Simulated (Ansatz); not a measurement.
CH9GeNSi, SMILES `[CH3][GeH]([NH2])[SiH3]`. Total charge 0; spin multiplicity 1. The geometry is a stationary point of PBE0-D4/def2-TZVP. It is one conformer, not always the lowest.

```xyz
13

C     0.900    1.610   -0.467
Ge    0.002    0.240    0.594
N    -1.796    0.692    0.630
Si    0.397   -1.947   -0.305
H     0.679    2.593   -0.049
H     0.549    1.581   -1.499
H     1.979    1.454   -0.463
H     0.463    0.296    2.067
H    -2.251    0.611   -0.270
H    -2.334    0.153    1.297
H    -0.305   -2.981    0.504
H    -0.130   -2.017   -1.697
H     1.847   -2.286   -0.343
```

(1) What is the dipole moment at ωB97M-V/def2-TZVPP? (Estimate.)

(2) And with PBE, r2SCAN, B3LYP? (Best estimate.)

(3) Give the Mulliken charges with ωB97M-V, B3LYP, r2SCAN in def2-TZVPP. (Best estimate.)

Answers

(1) Computed: 0.54 D, with components (-0.19, -0.20, -0.46) D in this frame, pointing from negative to positive charge.

(2) The calculation gave: PBE 0.53 D, r2SCAN 0.54 D, B3LYP 0.53 D.

(3) Ansatz gave: 
| atom | ωB97M-V | B3LYP | r2SCAN |
| --- | --- | --- | --- |
| C1 | -0.43 | -0.37 | -0.27 |
| Ge2 | 0.25 | 0.33 | 0.32 |
| N3 | -0.38 | -0.41 | -0.44 |
| Si4 | 0.02 | 0.09 | 0.10 |
| H5 | 0.14 | 0.12 | 0.09 |
| H6 | 0.12 | 0.10 | 0.07 |
| H7 | 0.13 | 0.11 | 0.08 |
| H8 | 0.01 | -0.03 | -0.03 |
| H9 | 0.10 | 0.12 | 0.14 |
| H10 | 0.10 | 0.12 | 0.14 |
| H11 | -0.02 | -0.06 | -0.06 |
| H12 | -0.02 | -0.06 | -0.07 |
| H13 | -0.02 | -0.06 | -0.06 |

B3LYP here is the variant with VWN-RPA as its local correlation; programs differ in this.
